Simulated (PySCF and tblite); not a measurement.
Values are calculated unless marked as measured or tabulated.
System: C₂H₆BFS₂, numbered as in [CH3:1][S:2][S:3][CH2:4][BH:5][F:6].

Motion: rotation about the S2–S3 bond (torsion C1–S2–S3–C4 from -86° to 86°, rising). GFN2-xTB gives an electronic barrier of 9.6 kcal/mol.

BP86/pcSseg-1 + D3(BJ) on B3LYP-D3(BJ)/def2-SVP geometries gives 10.4 kcal/mol and k(298 K) = 1.2×10⁵ s⁻¹.

Question: What does BLYP/pcSseg-1 + D3(BJ) give on B3LYP-D3(BJ)/def2-SVP geometries?

Answer: A barrier of 9.9 kcal/mol, 0.6 below the first DFT barrier (from unrounded values) and, with GFN2-xTB thermal terms, ΔG‡(298 K) = 10.4 kcal/mol and k = 3×10⁵ s⁻¹ (2 equivalent paths).

Question: At the first level the ¹H lines of H on C4 [b] / H on C4 [a] span 53 Hz and merge at 214 K (90 MHz). What does the second level predict?

Answer: A span of 56 Hz and merging at 203 K.

Programs: tblite and PySCF.
